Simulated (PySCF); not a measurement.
# Reading a saddle point

A first-order saddle point of SnH₄S₂, singlet, PBE0-D4/def2-TZVP, with one imaginary mode of 397i cm⁻¹:

```
7
angstrom
Sn -0.8052 -0.2742 0.6117
S 1.3519 -0.3776 -0.9555
S -1.4115 1.4445 -0.7522
H 0.3546 0.6348 -1.3282
H -1.3964 -1.8721 0.4526
H -0.1099 -0.0615 2.1632
H 2.0164 0.5062 -0.1915
```

Program: PySCF 2.14 with density fitting (its default auxiliary sets; JK sets also for MP2 and CCSD(T)). Basis: def2-TZVPP and def2-QZVPP. Cores are frozen in the correlated methods. Filled d shells of the heavier atoms are correlated. Core potentials replace the inner electrons of the atoms past krypton. The def2 sets are not built for correlating such inner shells, so the correlated values are less sure here. Extrapolation: Hartree–Fock as exp(−7.88 √X), correlation as X^−2.97.

Question: Which contacts change along the imaginary mode, and what lies on either side? (Judge from chemistry; the calculation decides.)

Answer: By the calculation: The step is SnH₄S₂ ([SH][SnH2][SH]) → SnH₂S ([S][SnH2]) + H₂S (still joined by a long Sn–S bond), with the molecules in contact on both sides. Shortening one way: S2–H4; lengthening the same way: Sn1–S2, S3–H4.
| pair | one side (Å) | saddle (Å) | other side (Å) |
| --- | --- | --- | --- |
| S2–H4 | 3.79 | 1.47 | 1.35 |
| Sn1–S2 | 2.40 | 2.67 | 2.87 |
| S3–H4 | 1.34 | 2.03 | 3.51 |

Question: Which side is lower, and how far does the saddle lie above each? (To be estimated.)

Answer: The calculation gives: The side with Sn1–S2, S3–H4 short is lower by 132.1 kJ/mol; the saddle lies 149.5 kJ/mol above it and 17.5 kJ/mol above the other (CCSD(T) at an estimated basis limit (MP2 extrapolated from triple and quadruple zeta, plus CCSD(T) − MP2 in triple zeta); electronic energies).

T1 diagnostic: at most 0.017.

Labels in which every atom is bracketed show which atoms are joined, not bond orders.

For scale, one of the runs: CCSD(T)/def2-TZVPP, 190 basis functions, launched by `OMP_NUM_THREADS=4 python run.py`. Hardware: 4 CPU threads of an Arm Neoverse V2, shared host. Wall time 6.6 min; peak host memory 2.4 GiB.
